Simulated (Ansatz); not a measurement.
A geometry relaxed with Ansatz (an electronic-structure program) with B3LYP-D3(BJ)/def2-TZVP, charge 0, multiplicity 1:

```xyz
8

H      1.5840     1.5029    -0.0525
C      0.3087    -0.7739    -0.0222
B      0.7282     0.6909    -0.0241
H      0.4513    -1.3799     0.8674
H     -1.3840     0.4951    -0.8365
H      0.3726    -1.3597    -0.9342
H     -1.3052     0.4748     0.9651
C     -0.7556     0.3499     0.0370
```

### Question
Write the SMILES of this molecule.

### Answer
`B1CC1`
